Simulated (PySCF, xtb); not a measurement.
FeO4, SMILES [O]=[Fe]1(=[O])[O][O]1, multiplicity 1.

GFN2-xTB (xtb) at its own geometry gives an orbital gap of 2.51 eV and a dipole moment of 0.89 D.

Geometry: TPSSh-D3(BJ)/def2-SVP. The spin state was assumed, not searched.

Question: What does M06-2X/def2-TZVP (PySCF) give? (An estimate is asked for; the answer gives what the named calculation found.)

Answer: gap 6.04 eV (levels -10.50 and -4.46 eV), dipole 0.27 D.
